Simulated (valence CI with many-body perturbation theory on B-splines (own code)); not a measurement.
Ag14+: E2, E3, M1, M2 decay

Level of theory: configuration interaction combined with many-body perturbation theory (CI+MBPT): five valence electrons over a frozen Dirac-Fock core [Ar] 3d10, a basis of 9 s, 9 p, 8 d, 6 f, 3 g, 1 h functions for each j, with the one-electron correlation potential Σ1, the two-electron term Σ2, the three-electron term Σ3, Breit, model QED; selected CI, second order for the rest (own B-spline code, finite nucleus).

No measured spectrum was set against this ion. As an estimate, levels hold to about 250 cm⁻¹ or 0.2 % of their energy and the worst to 1 %, as in measured heavy ions of charge 2 to 7; those with d or f electrons hold less well. Among the levels kept, up to 340 cm⁻¹ of a level comes from second order outside the variational space, and about a tenth of that is noise between levels of different J, which matters for small intervals.

Lines 1 to 21 of 21 in falling wavelength, among levels below 101.053 eV, chosen from the decays that carry over 1 % of a level's rate. Wavelengths and rates use the calculated energies, so an error of 1000 cm⁻¹ moves a line at 239.3 nm by 2.4 % and its rate by three times that or more. Electric multipoles are in the length gauge, E1 and E2 with the static RPA response of the core. Weak lines are less certain than strong ones. Lines between different terms over intervals too small for the method are left out, as are lines whose strength nearly cancels. Branching is blank where the lifetime is uncertain.

Names give the largest LS component (configuration and term), which can be under half, so a name can repeat, a term be missing and a line seem to break the LS rules; names also repeat where a configuration has a term twice. Letters in brackets count levels of one name in rising energy.

```tsv
λ vac (nm)	Upper	Lower	Type	A (s⁻¹)	Branch %
614.7	4s2 4p3 2D°_5/2	4s2 4p3 2D°_3/2	M1	2.88e+01	8.6
591.2	4s2 4p2 4d 4F_9/2	4s2 4p2 4d 4F_7/2	M1	9.47e+01	
359.7	4s2 4p2 4d 2G_9/2	4s2 4p2 4d 2G_7/2	M1	2.16e+02	6.1
248.0	4s2 4p3 2P°_3/2	4s2 4p3 2P°_1/2	M1	3.84e+02	4.7
239.3	4s2 4p3 2P°_1/2	4s2 4p3 2D°_3/2	M1	1.21e+02	3.8
221.1	4s2 4p3 2D°_3/2	4s2 4p3 4S°_3/2	M1	1.72e+03	99.9
165.4	4s2 4p2 4d 2G_9/2	4s2 4p2 4d 4F_9/2	M1	1.41e+03	40.2
162.6	4s2 4p3 2D°_5/2	4s2 4p3 4S°_3/2	M1	3.00e+02	88.9
162.6	4s2 4p3 2D°_5/2	4s2 4p3 4S°_3/2	E2	8.63e+00	2.6
151.9	4s2 4p3 2P°_3/2	4s2 4p3 2D°_5/2	M1	1.22e+03	14.9
141.0	4s2 4p2 4d 2G_9/2	4s2 4p2 4d 2F_7/2 [a]	M1	7.65e+01	2.2
129.3	4s2 4p2 4d 2G_9/2	4s2 4p2 4d 4F_7/2	M1	1.38e+03	39.2
121.8	4s2 4p3 2P°_3/2	4s2 4p3 2D°_3/2	M1	5.74e+03	70.4
114.9	4s2 4p3 2P°_1/2	4s2 4p3 4S°_3/2	M1	3.04e+03	95.2
78.53	4s2 4p3 2P°_3/2	4s2 4p3 4S°_3/2	M1	7.41e+02	9.1
73.66	4s2 4p2 4d 4F_9/2	4s 4p4 2D_5/2	E2	1.18e+01	
50.97	4s2 4p2 4d 2G_9/2	4s 4p4 2D_5/2	E2	4.60e+01	1.3
44.15	4s2 4p2 4d 4F_9/2	4s 4p4 4P_5/2	E2	1.47e+02	
34.85	4s2 4p2 4d 2G_9/2	4s 4p4 4P_5/2	E2	3.54e+02	10.1
20.31	4s2 4p2 4d 4F_9/2	4s2 4p3 2D°_5/2	M2	2.05e+02	
18.06	4s2 4p2 4d 4F_9/2	4s2 4p3 4S°_3/2	E3	7.42e+00
```
